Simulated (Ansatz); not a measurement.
A run for Ansatz (a program for electronic structure): U-wB97X-V/def2-TZVPP on H2O2Re (SMILES [OH][Re][OH]), 2S+1 = 4, a spin state set in the input, which need not be the lowest. Elements past Kr take the def2 small-core potentials; no spin–orbit coupling.

Ansatz 0.2 input:
```yaml
crystal:
  periodic: [false, false, false]
  atoms:
    - {symbol: Re, position_ang: [0.14809464, -0.25498063, 0.13157149]}
    - {symbol: O, position_ang: [1.47649654, -0.07326041, -1.18850486]}
    - {symbol: H, position_ang: [1.74025609, 0.74599470, -1.62324024]}
    - {symbol: O, position_ang: [-1.39863057, -0.53283247, 1.16624624]}
    - {symbol: H, position_ang: [-2.01998786, 0.14482538, 1.45681314]}
basis:
  gaussian:
    orbitals: def2-TZVPP
hamiltonian:
  xc: {name: wB97X-V}
magnetization: {spin_polarized: true, initial_magnetization: 3}
```

The head of its log:

```
WARN ansatz: RAYON_NUM_THREADS=1 ignored (pool sized by the plan → 1); use --threads N
Functional definition: wB97X-V
integrals: 0.07 GiB planned
760 factors; their error is unknown
integrals: 0.10 GiB planned
171 factors; integrals over basis functions are off by at most 1.5e-5 eV
mean field: 0.85 GiB planned
mean field evaluation 1: about -6249.4456 eV, gradient 4.3e1 eV
mean field evaluation 2: about -6242.5396 eV, gradient 6.3e1 eV
```

Task: What total energy does the run end on?

Result: -229.8941 hartree.
